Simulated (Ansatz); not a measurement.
Consider the cleavage of the Si–Ge bond: `[AlH2][NH][SiH2][GeH3]` + HCl → `[AlH2][NH][SiH2]Cl` + GeH₄.

Program: Ansatz. Geometries: PBE0-D4/def2-TZVP. ΔE: electronic, gas phase. CCSD(T)/CBS is the MP2 limit (def2-TZVPP, def2-QZVPP) plus CCSD(T) − MP2 in def2-TZVPP, frozen cores. This one scheme is used for every species. DFT in def2-TZVPP. HSE06 is defined as in plane-wave codes. For Ge outer-core shells are correlated without core-valence functions, which leaves a few kJ/mol of doubt a bond. Scalar relativity is left out up to krypton. Each species was taken in one conformer, which may not be the lowest.

`[AlH2][NH][SiH2][GeH3]`:

Z-matrix (Å, degrees):
```
Si
N 1 1.730
Ge 1 2.384 2 112.0
H 1 1.487 2 107.2 3 -120.0
H 1 1.492 2 112.0 3 121.4
Al 2 1.784 1 129.1 3 118.4
H 2 1.012 1 114.5 3 -60.1
H 3 1.542 1 110.5 2 56.8
H 3 1.540 1 112.0 2 176.8
H 3 1.540 1 111.0 2 -62.2
H 6 1.583 2 117.4 1 -178.9
H 6 1.580 2 117.9 1 1.1
```

HCl:

Z-matrix (Å, degrees):
```
Cl
H 1 1.279
```

`[AlH2][NH][SiH2]Cl`:

Cartesian coordinates in Å:
```
Al -1.009 -0.685 -1.336
N 0.315 -0.555 -0.139
Si 0.688 0.750 0.898
Cl 0.096 0.399 2.847
H -1.944 0.573 -1.526
H -1.136 -2.045 -2.131
H 0.894 -1.376 -0.012
H 2.147 0.998 0.974
H -0.051 1.941 0.426
```

GeH₄:

```xyz
5

Ge    0.000    0.000    0.000
H    -0.336    1.491    0.131
H     1.278   -0.165   -0.832
H    -1.159   -0.727   -0.694
H     0.217   -0.600    1.395
```

Is it downhill or uphill in electronic energy at CCSD(T)/CBS, and by how much? (An estimate is asked.)

The calculation gave: Downhill: ΔE = -97.8 kJ/mol.

What do these levels give: PBE0-D4, CAM-B3LYP-D4, HSE06, BHLYP, RPA@PBE/def2-TZVPP, HF/def2-QZVPP? (Best estimate.)

Computed: PBE0-D4 -92.4, CAM-B3LYP-D4 -102.1, HSE06 -94.4, BHLYP -108.1, RPA@PBE/def2-TZVPP -93.6, HF/def2-QZVPP -119.6 kJ/mol.

Largest T1 diagnostic among the species: 0.012.

From PBE to PBE0 (25 % exact exchange), in def2-TZVPP and without D4, ΔE moves by −5.2 kJ/mol. Leaving LDA and LC-ωPBE aside and taking each functional with its dispersion term where it has one, the values, not all of them listed here, spread over 17.2 kJ/mol, from B97M-V to PBE-D4. In def2-TZVPP, CCSD(T) changes the Hartree–Fock value by +22.2 kJ/mol (the triples alone add +1.7 kJ/mol) and MP2 by +15.0 kJ/mol.
